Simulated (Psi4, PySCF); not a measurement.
CHF2 (SMILES F[CH-]F), charge -1, singlet, geometry from GFN2-xTB. Base run: BHANDHLYP/6-31+G*, TDA run with PySCF.

PySCF was given this input:
```python
from pyscf import gto, scf, dft, tdscf

mol = gto.Mole()
mol.atom = '''
    C    -0.122049   -0.004221    0.645091
    F    -0.023478    1.132899   -0.272100
    F     0.003141   -1.130746   -0.281877
    H     0.915325    0.005947    1.115243
'''
mol.basis = '6-31+g*'
mol.charge = -1
mol.spin = 0
mol.verbose = 3
mol.build()

mf = dft.RKS(mol)
mf.xc = 'bhandhlyp'
mf.kernel()
td = mf.TDA()
td.nstates = 5
td.kernel()
td.analyze()
```

Programs used: Psi4, PySCF; a row that names a program was run with it.

The base run was repeated with changes; each row names its change, and settings that it needs were set with it.

| change | first excitation (eV) | oscillator strength of the first | second (eV) |
|---|---|---|---|
| base | 3.69 | 0.023 | 4.08 |
| functional = camb3lyp | 3.43 | 0.018 | 3.78 |
| nstates = 10 | 3.69 | 0.023 | 4.08 |
| basis = def2-SVPD | 4.34 | 0.037 | 5.21 |
| conv_tol = 1e-3 | 3.69 | 0.023 | 4.08 |
| functional = wb97x | 3.80 | 0.038 | 4.10 |
| code = psi4 | 3.69 | 0.023 | 4.08 |
| nstates = 2 | 3.69 | 0.023 | 4.08 |
| guess vectors = 13 for 5 states | 3.69 | 0.023 | 4.08 |
| response = full linear response | 3.68 | 0.022 | 4.05 |

An iterative solver can miss low states, so a row lists the states that it found.
